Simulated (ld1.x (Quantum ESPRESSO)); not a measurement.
## Which change was made? (Bi, TM)

ld1.x (Quantum ESPRESSO) 7.5 input, shortened:

```
&input
   title='Bi', zed=83., rel=0, dft='PBE', iswitch=3,
   config='[Xe] 4f14 5d10 6s2 6p2.75'
 /
 &inputp
   pseudotype=2, tm=.true., lloc=1,
   nlcc=.true., rcore=1.20
 /
2
6S  1  0   2.00   0.00  2.15  2.15  0.0
6P  2  1   2.75   0.00  2.50  2.50  0.0
 &test
   configts(1)='6s2 6p2.75'
 /
```

Cutoffs, loose and tight: the cutoffs (Ry, on a coarse ladder) from which the occupation-weighted sum of valence levels, in a spherical-Bessel basis at the reference potential, stays within 10 and 1 mRy of its value at 400 Ry. They do not see the model core or the augmentation charge, which bear on the density cutoff. Test errors are all-electron minus pseudo excitation energies from the reference, over the configurations 6s2 6p3; 6s2 6p2; 6s2 6p1; 6s1 6p0; 6s1 6p4; 6s2 6p2.5; 6s2 6p3.3; variants that change the core or the reference have their own tests.

The base gives: outcome: generated; cutoff, loose: 18 Ry; cutoff, tight: 30 Ry; bound ghosts: none; largest test error (meV): -416.

(1) After one change the result is: outcome: generated; cutoff, loose: 21 Ry; cutoff, tight: 45 Ry; bound ghosts: none; largest test error (meV): -399. Which change was it?
A. all radii but the core radius scaled by about 1.35 (s 2.90, p 3.38 bohr)
B. all radii but the core radius scaled by about 1.24 (s 2.68, p 3.10 bohr)
C. all radii but the core radius scaled by about 0.74 (s 1.60, p 1.86 bohr)
D. all radii but the core radius scaled by about 0.89 (s 1.92, p 2.24 bohr)

Results:

(1) D. The others give: all radii but the core radius scaled by about 1.35 (s 2.90, p 3.38 bohr) → outcome: generated; cutoff, loose: 10 Ry; cutoff, tight: 18 Ry; bound ghosts: none; largest test error (meV): +42 | all radii but the core radius scaled by about 0.74 (s 1.60, p 1.86 bohr) → outcome: generated; cutoff, loose: 40 Ry; cutoff, tight: 140 Ry; bound ghosts: s; largest test error (meV): -529 | all radii but the core radius scaled by about 1.24 (s 2.68, p 3.10 bohr) → outcome: generated; cutoff, loose: 15 Ry; cutoff, tight: 21 Ry; bound ghosts: none; largest test error (meV): -365.
